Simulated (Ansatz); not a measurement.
CH₅AlF₂Ge (`[CH3][Ge]([F])([F])[AlH2]`), relaxed with RKS PBE-D4/def2-SVP in Ansatz from a rough embedded geometry. The force threshold is 0.03 eV/Å; the program also tests the step.

Charge 0, multiplicity 1.

Start:

```xyz
10

C     0.923    0.325    1.302
Ge   -0.483    0.661    0.037
F    -1.965    0.735    0.918
F    -0.278    2.199   -0.790
Al   -0.597   -1.108   -1.631
H     1.028    1.095    2.011
H     0.768   -0.675    1.772
H     1.891    0.248    0.682
H     0.432   -2.376   -1.548
H    -1.719   -1.103   -2.753
```

**Question.** How much energy does the relaxation release, and in how many steps? (An estimate is asked.)

**Answer.** The calculation gave: 25.75 kJ/mol, in 8 steps, 1 of them rejected.

**Question.** Which bonds change most? (An estimate is asked.)

**Answer.** Ansatz gave: Ge2–Al5 from 2.434 to 2.509 Å; C1–H6 from 1.053 to 1.107 Å; Ge2–F3 from 1.725 to 1.773 Å; C1–H8 from 1.151 to 1.108 Å.

**Question.** Give the relaxed structure. (Best estimate.)

**Answer.** Computed: 
```xyz
10

C     1.009    0.421    1.422
Ge   -0.349    0.446    0.017
F    -1.906    0.591    0.853
F    -0.168    2.010   -0.799
Al   -0.712   -1.235   -1.810
H     0.890    1.321    2.056
H     0.890   -0.485    2.048
H     2.022    0.421    0.974
H     0.231   -2.524   -1.930
H    -1.908   -0.966   -2.832
```
